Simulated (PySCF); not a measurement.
Predicted microwave data (PBE0/pcSseg-1 in PySCF (dipole) on a GFN2-xTB geometry, gas phase) for one isomer of C6H4N2:

* Rotational constants: A = 5913, B = 1596, C = 1257 MHz
* Dipole components: |μa| = 3.35 D, |μb| = 2.03 D, |μc| = 0.00 D
* Inertial defect: 0.00 u·Å²
* κ: -0.85

Question: Which candidate fits, each taken in the one conformer that was computed?
A. `N#Cc1cccnc1`
B. `C=C1CC1(C#N)C#N`

Answer: A. It is N#Cc1cccnc1, an asymmetric top, point group Cs. The candidates at the same level (rigid rotor, commonest isotopes):

| SMILES | A (MHz) | B (MHz) | C (MHz) | μa (D) | μb (D) | μc (D) | Δ (u·Å²) | point group | rotor |
| --- | --- | --- | --- | --- | --- | --- | --- | --- | --- |
| C=C1CC1(C#N)C#N | 2347 | 2172 | 1427 | 4.84 | 0.00 | 1.55 | -93.89 | Cs | asymmetric top |
| N#Cc1cccnc1 | 5913 | 1596 | 1257 | 3.35 | 2.03 | 0.00 | 0.00 | Cs | asymmetric top |

`C=C1CC1(C#N)C#N` has A 60 % too low. In the right answer the mirror of this Cs structure is the ab plane, so μc vanishes by symmetry. No structure here is proved a minimum.
